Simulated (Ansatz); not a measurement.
Steps of a relaxation of `C[Si]1(N)CO1` with RKS PBE-D4/def2-SVP.

```sh
$ ansatz run in.yaml --threads 4 --pin off --events-out ev --progress --plain --max-ram 10444MiB
```

```yaml
crystal:
  periodic: [false, false, false]
  atoms:
    - {symbol: C, position_ang: [-1.421400, 0.187700, 0.900000]}
    - {symbol: Si, position_ang: [0.121700, -0.156800, 0.127300]}
    - {symbol: N, position_ang: [1.487500, 0.186700, 0.988700]}
    - {symbol: C, position_ang: [0.381400, -0.730700, -1.588600]}
    - {symbol: O, position_ang: [0.380400, 0.641600, -1.311300]}
    - {symbol: H, position_ang: [-1.596800, 1.324100, 1.047200]}
    - {symbol: H, position_ang: [-1.558900, -0.249300, 1.867300]}
    - {symbol: H, position_ang: [-2.270300, -0.081000, 0.260600]}
    - {symbol: H, position_ang: [2.329300, -0.007300, 0.457900]}
    - {symbol: H, position_ang: [1.573500, 1.193200, 1.169500]}
    - {symbol: H, position_ang: [-0.589700, -1.113500, -2.058000]}
    - {symbol: H, position_ang: [1.240400, -1.249900, -1.826500]}
basis:
  gaussian: {orbitals: def2-SVP}
hamiltonian: {xc: pbe, dispersion: d4}
relax: {f_tol: 0.03, max_steps: 200}
```

Positions (Å) and forces (eV/Å) along the path, 10 of 11 steps:

```xyz
12
step=1 energy=-13584.6991 eV
C    -1.421    0.188    0.900   -2.208    2.474    0.331
Si    0.122   -0.157    0.127    0.154   -0.859   -1.113
N     1.488    0.187    0.989    2.244    0.484    2.403
C     0.381   -0.731   -1.589   -4.165   -0.619    0.847
O     0.380    0.642   -1.311   -0.105    2.083   -2.204
H    -1.597    1.324    1.047    0.511   -1.149   -0.121
H    -1.559   -0.249    1.867   -0.174   -0.673    1.155
H    -2.270   -0.081    0.261   -0.258   -0.372   -0.242
H     2.329   -0.007    0.458    0.462   -0.424   -0.173
H     1.573    1.193    1.169   -0.157    0.121    0.345
H    -0.590   -1.113   -2.058    1.015    0.129   -0.099
H     1.240   -1.250   -1.827    2.680   -1.195   -1.128
12
step=2 energy=-13585.4605 eV
C    -1.462    0.226    0.917   -1.181    0.942    0.419
Si    0.122   -0.076    0.100    0.481   -0.378   -1.165
N     1.520    0.203    1.024    1.015    0.353    0.982
C     0.344   -0.773   -1.592   -1.314   -0.873    0.368
O     0.301    0.644   -1.432   -0.177    1.117   -0.752
H    -1.614    1.332    1.071    0.143   -0.417   -0.048
H    -1.569   -0.242    1.904    0.049   -0.224    0.263
H    -2.311   -0.098    0.285    0.039   -0.092   -0.069
H     2.382   -0.049    0.528   -0.004   -0.184    0.024
H     1.641    1.198    1.265   -0.085   -0.133    0.209
H    -0.558   -1.187   -2.125    0.476   -0.021    0.077
H     1.282   -1.234   -1.911    0.558   -0.092   -0.310
12
step=3 energy=-13585.6807 eV
C    -1.463    0.260    0.912   -0.434    0.471    0.139
Si    0.136    0.042    0.026    0.286   -0.436   -0.414
N     1.518    0.252    1.026    0.276    0.195    0.338
C     0.316   -0.830   -1.574   -0.384   -0.382    0.155
O     0.240    0.635   -1.567   -0.301    0.462   -0.357
H    -1.568    1.320    1.258   -0.011   -0.283   -0.006
H    -1.567   -0.407    1.791    0.060    0.014    0.005
H    -2.298    0.064    0.210   -0.001   -0.006    0.022
H     2.396   -0.044    0.591    0.086   -0.067   -0.025
H     1.650    1.214    1.355    0.039    0.013    0.215
H    -0.562   -1.339   -2.044    0.221    0.135   -0.017
H     1.278   -1.223   -1.949    0.161   -0.117   -0.055
12
step=4 energy=-13585.7340 eV
C    -1.456    0.288    0.888   -0.034   -0.011    0.248
Si    0.163    0.030    0.012   -0.137    0.056   -0.330
N     1.556    0.251    1.007    0.173    0.408    0.208
C     0.300   -0.858   -1.575   -0.308    0.001   -0.024
O     0.085    0.617   -1.597    0.206   -0.092   -0.036
H    -1.543    1.336    1.246   -0.003   -0.017    0.011
H    -1.572   -0.383    1.760   -0.024    0.004    0.069
H    -2.288    0.105    0.182    0.038   -0.001   -0.040
H     2.463    0.030    0.579   -0.090    0.001    0.047
H     1.641    1.134    1.538   -0.048   -0.347   -0.114
H    -0.550   -1.426   -2.019    0.147    0.018    0.037
H     1.277   -1.179   -1.986    0.080   -0.020   -0.075
12
step=5 energy=-13585.7516 eV
C    -1.442    0.296    0.902    0.006    0.014    0.032
Si    0.163    0.069   -0.033   -0.077   -0.024   -0.003
N     1.534    0.286    1.005   -0.015    0.005   -0.190
C     0.289   -0.884   -1.587    0.111    0.104   -0.042
O     0.125    0.605   -1.663    0.036   -0.130    0.176
H    -1.520    1.321    1.329    0.001   -0.096   -0.044
H    -1.550   -0.433    1.736    0.036    0.103   -0.137
H    -2.278    0.161    0.185   -0.002    0.014    0.085
H     2.453    0.064    0.611    0.013    0.018    0.018
H     1.599    1.135    1.574   -0.031   -0.012    0.053
H    -0.561   -1.444   -2.030   -0.001    0.008    0.010
H     1.264   -1.231   -1.995   -0.077   -0.006    0.042
12
step=6 energy=-13585.7590 eV
C    -1.422    0.319    0.913   -0.037   -0.106   -0.134
Si    0.155    0.037   -0.056    0.049    0.008    0.048
N     1.527    0.267    0.972   -0.153    0.137    0.003
C     0.302   -0.894   -1.622   -0.134   -0.109    0.111
O     0.119    0.583   -1.676    0.049    0.108    0.014
H    -1.482    1.360    1.291    0.049    0.036    0.030
H    -1.510   -0.371    1.774    0.035    0.001    0.054
H    -2.294    0.161    0.250   -0.007   -0.005   -0.030
H     2.470    0.170    0.590   -0.016    0.039    0.048
H     1.476    1.014    1.675    0.122   -0.120   -0.088
H    -0.545   -1.463   -2.060    0.039    0.010   -0.045
H     1.280   -1.239   -2.017    0.004   -0.001   -0.012
12
step=8 energy=-13585.7648 eV
C    -1.431    0.315    0.898    0.040    0.005    0.035
Si    0.156    0.055   -0.054    0.057   -0.051   -0.003
N     1.536    0.288    0.955   -0.115    0.027    0.018
C     0.291   -0.897   -1.604    0.003   -0.068    0.010
O     0.145    0.590   -1.674   -0.023    0.061   -0.028
H    -1.495    1.357    1.274   -0.004   -0.009    0.000
H    -1.506   -0.368    1.768    0.003    0.006   -0.002
H    -2.298    0.142    0.232    0.008   -0.006   -0.014
H     2.476    0.215    0.561    0.030    0.001    0.004
H     1.503    0.958    1.725    0.033    0.021    0.010
H    -0.562   -1.452   -2.046   -0.013    0.022   -0.055
H     1.262   -1.258   -2.003   -0.020   -0.010    0.025
12
step=9 energy=-13585.7649 eV
C    -1.411    0.311    0.898   -0.087    0.014    0.006
Si    0.161    0.051   -0.065    0.149   -0.005   -0.080
N     1.523    0.302    0.963    0.031    0.000   -0.001
C     0.275   -0.901   -1.620    0.030    0.026    0.007
O     0.148    0.593   -1.683   -0.001   -0.051    0.032
H    -1.485    1.362    1.248   -0.015    0.011    0.002
H    -1.458   -0.349    1.787   -0.026   -0.013    0.000
H    -2.281    0.109    0.244   -0.005    0.001    0.041
H     2.483    0.208    0.625   -0.063    0.002   -0.026
H     1.465    0.971    1.734    0.004   -0.014   -0.009
H    -0.583   -1.438   -2.075   -0.014    0.018    0.006
H     1.241   -1.273   -2.023   -0.003    0.010    0.022
12
step=10 energy=-13585.7669 eV
C    -1.421    0.312    0.900    0.008   -0.002   -0.010
Si    0.160    0.051   -0.060    0.009    0.023    0.054
N     1.527    0.295    0.961   -0.007   -0.006    0.003
C     0.282   -0.899   -1.612   -0.001   -0.019   -0.038
O     0.155    0.593   -1.676    0.003   -0.005   -0.015
H    -1.494    1.360    1.257   -0.007    0.001    0.004
H    -1.480   -0.356    1.782   -0.002   -0.001    0.002
H    -2.290    0.116    0.243   -0.010    0.001    0.001
H     2.476    0.208    0.591    0.005    0.003   -0.007
H     1.487    0.971    1.726    0.002   -0.001    0.000
H    -0.575   -1.434   -2.071    0.000    0.002    0.001
H     1.250   -1.273   -2.006    0.000    0.003    0.005
12
step=11 energy=-13585.7670 eV
C    -1.422    0.312    0.900    0.002    0.007   -0.005
Si    0.160    0.052   -0.059    0.002   -0.004   -0.005
N     1.529    0.295    0.961    0.007    0.003    0.004
C     0.282   -0.900   -1.611   -0.002   -0.004    0.003
O     0.157    0.591   -1.677    0.001    0.009    0.007
H    -1.496    1.358    1.263    0.000   -0.001    0.001
H    -1.484   -0.360    1.778    0.000   -0.002   -0.001
H    -2.291    0.122    0.240   -0.002   -0.003    0.001
H     2.475    0.213    0.584   -0.005    0.001    0.001
H     1.492    0.970    1.727   -0.001   -0.003   -0.006
H    -0.575   -1.434   -2.071    0.000   -0.002   -0.002
H     1.251   -1.275   -2.003   -0.001   -0.001    0.001
```

Hardware: 4 threads of an Arm Neoverse V1 on a shared host. Wall time 15 s, peak host memory 0.13 GiB.
